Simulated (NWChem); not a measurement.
## Correlation energy of germanium monoxide (GeO)

```
Ge
O 1 1.6486
```
Charge 0, spin multiplicity 1.

Program: NWChem. Structure: optimised with PBE/def2-SVP, a minimum by its harmonic frequencies.

Basis set: 3-21G. Each correlation energy counts from its own Hartree-Fock reference.

The Hamiltonian is non-relativistic. The correlated methods keep 10 core orbitals frozen. Coupled-cluster values serve here as a point of comparison, not as the truth.

Problem. One of these methods gave a correlation energy of -203.7 mHa. Which?
(A) SCS-MP2
(B) CCSD
(C) CCSD+T(CCSD)
(D) CR-CCSD(T)

Solution. A, SCS-MP2. The others give -209.0 (CR-CCSD(T)), -197.2 (CCSD), -218.9 (CCSD+T(CCSD)).
